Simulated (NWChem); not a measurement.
Species: C$_{2}$H$_{8}$Sn; SMILES [SnH2]([CH3])[CH3]

All runs: NWChem. Medium grid unless said otherwise, to which SCAN and Minnesota functionals are sensitive. Structure relaxed at the PBE0/def2-SVP level. def2 effective core potentials on Sn; no spin-orbit coupling. Hybrids' shares of exact exchange are those that their runs print; pure functionals count as 0. The functionals differ in more than this share.

```
row                 share of exact exchange  highest occupied level (eV)
------------------  -----------------------  ---------------------------
PBE/def2-SVP                           0.00                        -6.80
M06-L/def2-SVP                         0.00                        -6.95
TPSSh/def2-SVP                         0.10                        -7.36
B3LYP/def2-SVP                         0.20                        -7.75
M06/def2-SVP                           0.27                        -7.92
BHandHLYP/def2-SVP                     0.50                     withheld
```

**Question.** Fit a straight line of the last column on the one before it, predict the withheld value, and compare with the run.

**Answer.** 
1. Means of the 5 shown rows: x = 0.114, y = -7.356. Slope Σ(x − x̄)(y − ȳ)/Σ(x − x̄)² = -0.2315/0.05792 = -3.997; intercept -6.900.
2. The shown rows scatter about the line by 0.067 (root mean square); the largest residual is +0.10, at PBE/def2-SVP.
3. At x = 0.50 (BHandHLYP/def2-SVP; beyond the shown range) the line gives -8.90.
4. The run gives -9.07, -0.17 from the line, 2.6 times the scatter.
